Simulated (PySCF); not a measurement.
C3H3Cl3Si.
Bonds: C1–C2 (double), C2–C3 (double), C3–Si4, Si4–Cl5, Si4–Cl6, Si4–Cl7. Hydrogens: H8, H9 on C1; H10 on C3.

All values: CAM-B3LYP/def2-SVPD (PySCF, non-relativistic), on one gas-phase PBE0-D3(BJ)/def2-SVP geometry that isn't relaxed in the solvent. The solvent is an IEF-PCM continuum (Bondi radii, 1.10 Å for H, scaled by 1.2). Only the electrostatic response of the medium enters.

Gas phase at CAM-B3LYP/def2-SVPD: HOMO -9.48 eV, LUMO 0.10 eV, dipole 2.46 D.

What does the continuum do to the energy, the frontier levels and the dipole at CAM-B3LYP/def2-SVPD in chloroform and methanol?

```json
{"solvent": "chloroform", "ε": "4.711", "E(solvent) − E(gas) (kJ/mol)": "-8.78", "polarisation term (kJ/mol)": "-9.58", "distortion of the solute (kJ/mol)": "0.80", "HOMO (eV)": "-9.29", "LUMO (eV)": "0.27", "dipole (D)": "2.96"}
{"solvent": "methanol", "ε": "32.61", "E(solvent) − E(gas) (kJ/mol)": "-12.04", "polarisation term (kJ/mol)": "-13.54", "distortion of the solute (kJ/mol)": "1.50", "HOMO (eV)": "-9.24", "LUMO (eV)": "0.31", "dipole (D)": "3.13"}
```

Polarisation term: ½ Σ q·V over the induced surface charges. Distortion: the rise of the solute's own energy as its density leaves the gas-phase optimum. From chloroform to methanol the lowering changes by a factor 1.37, Onsager's factor (ε − 1)/(2ε + 1) by 1.34 and ε itself by 6.9.

Which radius a makes the point-dipole formula ΔE = −[(ε − 1)/(2ε + 1)]·μ²/a³ give the value in methanol, with the gas-phase dipole?

μ = 0.967 au and |ΔE| = 0.00459 Eh give a = 2.43 Å; the farthest nucleus lies 3.25 Å from the centroid of the nuclei, so such a sphere wouldn't even hold the nuclei. The formula assumes a rigid point dipole at the centre of a sphere.

How does the static polarisability (CAM-B3LYP/def2-SVPD, frozen core, with the continuum's full static response) change?

| medium | isotropic (au) | principal values (au) | ⟨r²⟩ of the electrons (bohr²) |
| --- | --- | --- | --- |
| gas | 102.4 | 85.8, 87.7, 133.7 | 1606.4 |
| chloroform | 128.1 | 106.4, 108.6, 169.2 | 1605.8 |
| methanol | 140.1 | 116.6, 119.2, 184.5 | 1605.6 |

The isotropic value in methanol is 1.37 times the gas-phase one; no cavity-field correction is applied. ⟨r²⟩ is taken about the centre of nuclear charge.

Cost: about 60 s of CPU time on one thread; the machine was shared, so the figure is rough. This is the whole response run at CAM-B3LYP/def2-SVPD in methanol, SCF included.

The values belong to the conformer `[CH2:1]=[C:2]=[CH:3][Si:4]([Cl:5])([Cl:6])[Cl:7]`: C2–C3–Si4–Cl5 120°.
